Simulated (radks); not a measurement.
Neutral hafnium, 72 electrons, occupied as [Xe] 4f14 5d2 6s1 6p1 (not the ground configuration).

Calculated with a radial shooting solver on a logarithmic mesh with Libxc functionals: Dirac Kohn-Sham, LDA (Slater exchange, Perdew-Wang correlation), spin-unpolarised, spherical densities, finite nucleus; open shells fill j = l - 1/2 first; Fermi nuclear charge, rms radius 5.347 fm.

Energy parts (eV):
part                       energy
total                  -410523.56
kinetic                 458907.59
electron-nucleus      -1022377.24
Hartree                 161123.32
exchange-correlation     -8177.23

Orbitals (lengths in bohr, moments of r in powers of bohr; <r^-3> diverges for s and p1/2; r(90%) holds 90 % of the orbital's charge):
orbital	occ.	eigenvalue (eV)	r(90%)	<r^4>	<r^2>	<r^-3>
1s1/2	2	-65123.24	0.0345	6.642e-07	0.0004959	-
2s1/2	2	-11132.86	0.125	0.0001005	0.007593	-
2p1/2	2	-10638.74	0.110	0.00006075	0.005436	-
2p3/2	4	-9448.275	0.120	0.00008650	0.006642	14840
3s1/2	2	-2536.726	0.306	0.003746	0.04978	-
3p1/2	2	-2316.601	0.298	0.003319	0.04576	-
3p3/2	4	-2061.562	0.318	0.004315	0.05244	3315
3d3/2	4	-1686.673	0.290	0.002959	0.04083	571.0
3d5/2	6	-1630.995	0.296	0.003206	0.04266	490.2
4s1/2	2	-511.1065	0.674	0.08967	0.2481	-
4p1/2	2	-420.8515	0.692	0.09885	0.2569	-
4p3/2	4	-362.2568	0.739	0.1293	0.2937	761.0
4d3/2	4	-213.4103	0.795	0.1718	0.3247	113.8
4d5/2	6	-202.6777	0.812	0.1873	0.3390	95.63
5s1/2	2	-67.9662	1.64	3.149	1.453	-
5p1/2	2	-42.3290	1.86	5.211	1.824	-
5p3/2	4	-34.4923	2.03	7.394	2.163	99.37
4f5/2	6	-18.9195	1.14	0.9281	0.5828	16.02
4f7/2	8	-17.1721	1.16	1.030	0.6081	15.24
6s1/2	1	-5.9489	5.01	269.6	12.98	-
5d3/2	2	-4.0285	3.86	104.4	6.874	5.289
5d5/2	0	-3.5547	4.07	129.0	7.595	4.186
6p1/2	1	-2.3213	6.95	997.0	24.16	-
6p3/2	0	-1.8774	7.62	1445	29.13	5.573

The highest occupied level is 6p1/2 at -2.321 eV. The configuration is held as typed, so some empty levels lie below it. Summed over all electrons, <r^2> = 80.86 bohr^2, which gives a Langevin (diamagnetic) susceptibility term of -64 x 10^-6 cm^3/mol. The density falls to 0.001 e/bohr^3 at r = 5.14 bohr.
